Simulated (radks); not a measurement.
Values are calculated unless marked as measured or tabulated.
Valence configurations of the gold ion Au+ (all share [Xe]). Code: a radial shooting solver on a logarithmic mesh with Libxc functionals. Model: Dirac Kohn-Sham, PBEsol, spin-unpolarised, spherical densities, finite nucleus; open shells fill j = l - 1/2 first; Fermi nuclear charge, rms radius 5.4371 fm. Energies are relative to 4f14 5d10; eigenvalues in eV.

valence	E (eV)	e(4f5/2)	e(4f7/2)	e(5d3/2)	e(5d5/2)	e(6p1/2)
4f14 5d10	0.000	-91.546	-87.734	-16.331	-14.759	-
4f14 5d9 6s1	2.075	-94.810	-90.997	-18.670	-17.012	-
4f14 5d9.5 6p0.5	3.916	-93.841	-90.028	-18.134	-16.509	-8.188
4f13 5d9.5 6s1 6p0.5	86.496	-109.04	-105.11	-21.997	-20.130	-9.023
4f14 5d8 6p2	18.677	-100.92	-97.109	-23.514	-21.730	-10.328
4f13 5d8 6s1 6p2	105.72	-116.67	-112.73	-27.737	-25.708	-11.155
4f13 5d10 6p1	87.582	-107.92	-103.99	-21.349	-19.518	-8.991
4f13.5 5d10 6p0.5	41.956	-99.618	-95.746	-18.791	-17.090	-8.204
4f12 5d9.5 6s2 6p0.5	183.27	-125.16	-121.10	-26.267	-24.152	-9.898
4f13 5d8 6p3	114.83	-118.50	-114.56	-29.406	-27.354	-12.068

NIST lists [Xe] 4f14 5d10 as the ground configuration; this level of theory agrees among the configurations tried. The energies are those of spherical spin-averaged densities, not of single terms.
